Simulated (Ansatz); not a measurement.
`[OH][GeH]([F])[SiH3]` + H₂ → `[OH][GeH2][SiH3]` + H–F at 600 K and 1 bar (hydrogenolysis of a Ge–F bond).

Program: Ansatz. Geometries: PBE0-D4/def2-TZVP. ΔE: electronic, gas phase. CBS: MP2 limit from def2 TZ/QZ plus the TZ coupled-cluster correction, frozen cores. This one scheme is used for every species. For Ge outer-core shells are correlated without core-valence functions, which leaves a few kJ/mol of doubt a bond. Scalar relativity is left out up to krypton. One conformer a species, not always the lowest.

```json
{"species": "`[OH][GeH]([F])[SiH3]`", "CCSD(T)/CBS energy (Eh)": "-2543.22347", "H − E (kJ/mol)": "190.5", "S (J/(mol·K))": "448.7"}
{"species": "H₂", "CCSD(T)/CBS energy (Eh)": "-1.17544", "H − E (kJ/mol)": "43.9", "S (J/(mol·K))": "150.8"}
{"species": "`[OH][GeH2][SiH3]`", "CCSD(T)/CBS energy (Eh)": "-2443.98216", "H − E (kJ/mol)": "198.9", "S (J/(mol·K))": "421.2"}
{"species": "H–F", "CCSD(T)/CBS energy (Eh)": "-100.39570", "H − E (kJ/mol)": "42.3", "S (J/(mol·K))": "194.0"}
```

H − E and S are ideal-gas, rigid-rotor, harmonic terms from PBE0-D4/def2-TZVP, for one conformer and one mirror image of each species. The MP2-based limit puts H₂ 0.8 mEh under its directly extrapolated value; such offsets cancel only in part. 1 Eh = 2625.50 kJ/mol, R = 8.31446 J/(mol·K).

Problem. By hand: ΔE, ΔH, ΔS and ΔG.

Solution. ΔE = (-2443.98216) + (-100.39570) − (-2543.22347) − (-1.17544) = 0.02105 Eh = 55.3 kJ/mol. Δ(H − E) = 198.9 + 42.3 − 190.5 − 43.9 = 6.8, so ΔH = 62.1 kJ/mol. ΔS = 421.2 + 194.0 − 448.7 − 150.8 = 15.7 J/(mol·K). ΔG = 62.1 − 600 × (15.7)/1000 = 52.7 kJ/mol.

Problem. By hand: the equilibrium constant, and the temperature at which ΔG would vanish if ΔH and ΔS stayed fixed.

Solution. log₁₀ K = −ΔG/(RT ln 10) = -4.6. ΔG = 0 at ΔH/ΔS = 3955 K, far beyond where these terms or the molecules hold.

ΔH outweighs TΔS. A doubt of 5 kJ/mol in ΔE shifts log₁₀ K by 0.4 here. Other conformers and mirror images would add mixing entropy, several J/(mol·K) or more a flexible species. These are equilibria of isolated gas molecules and say nothing of rates. Largest T1 diagnostic: 0.013 (customary marks: 0.02 for closed shells, 0.045 for open ones).
